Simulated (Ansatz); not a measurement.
Ansatz (a quantum-chemistry and plane-wave program) input file for MoO₂Br, SMILES [O]=[Mo](=[O])[Br] (connectivity only; charge and spin as stated), neutral, multiplicity 2, CAM-B3LYP/def2-TZVPD. Geometry optimised at B3LYP-D3(BJ)/def2-SVP. A frequency run showed that this geometry is not a minimum. The multiplicity is an assumed one; other spin states were not compared. The def2 effective core potentials stand for the cores of Mo; spin–orbit coupling is left out.

Ansatz 0.2 input:
```yaml
crystal:
  periodic: [false, false, false]
  atoms:
    - {symbol: Mo, position_ang: [0.00000000, 0.00000000, 0.75723885]}
    - {symbol: O, position_ang: [0.00000000, -1.40845042, 1.68606476]}
    - {symbol: O, position_ang: [0.00000000, 1.40845042, 1.68606476]}
    - {symbol: Br, position_ang: [0.00000000, 0.00000000, -1.67945909]}
basis:
  gaussian:
    orbitals: def2-TZVPD
hamiltonian:
  xc: {name: CAM-B3LYP}
magnetization: {spin_polarized: true, initial_magnetization: 1}
```

It prints:

```
WARN ansatz: RAYON_NUM_THREADS=2 ignored (pool sized by the plan → 2); use --threads N
Functional definition: CAM-B3LYP
integrals: 0.13 GiB planned
1195 factors; their error is unknown
integrals: 0.17 GiB planned
271 factors; integrals over basis functions are off by at most 7.3e-5 eV
mean field: 1.61 GiB planned
mean field evaluation 1: about -75984.9336 eV, gradient 6.9e1 eV
mean field evaluation 2: about -75766.6486 eV, gradient 2.4e2 eV
mean field evaluation 4: about -76001.3408 eV, gradient 6.3e0 eV
mean field evaluation 8: about -76001.5048 eV, gradient 1.3e-1 eV
mean field evaluation 16: about -76001.8070 eV, gradient 4.6e-3 eV
mean field -76001.80700251 eV, -2793.0148914673 hartree, gradient 3.7e-5 eV, S^2 0.758071; 1 other end points of the search recorded, 0 dependent functions left out
reference -76001.80713441 eV, -2793.0148963144 hartree; 33, 32 occupied and 144, 145 virtual orbitals, 1195 factors
Total energy: -76001.80713441 eV, -2793.0148963144 hartree
```

The run converged.
